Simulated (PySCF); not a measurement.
How methods differ on the interval between two levels of Mo

Mo [Kr] 4d5 5s1 [7S3, M_J = 3] → Mo [Kr] 4d4 5s2 [5D4, M_J = 4], as a difference of total energies. Computed with PySCF 2.14 in x2c-TZVPall-2c with one added diffuse shell each of s, p, d type (9s10p8d1f, 86 functions), with the two-component X2C-1e Hamiltonian. Correlated levels: [Ar] 3d10 frozen; the 6 highest virtual spinors dropped. "Screened" scales the spin-orbit matrix elements by Boettger's factors to mimic the two-electron term; Breit and QED terms are absent.

| method | interval between two levels (cm⁻¹) |
| --- | --- |
| GHF (spin-free) | 18396 |
| GMP2 (spin-free) | 14835 |
| GHF (screened spin-orbit) | 19040 |
| GMP2 (screened spin-orbit) | 15516 |

The labels give the starting determinants; with spin-orbit coupling the two ends relaxed to ⟨J²⟩ = 12.00, ⟨L²⟩ = 0.01, ⟨S²⟩ = 12.00 and ⟨J²⟩ = 20.12, ⟨L²⟩ = 6.13, ⟨S²⟩ = 6.02.
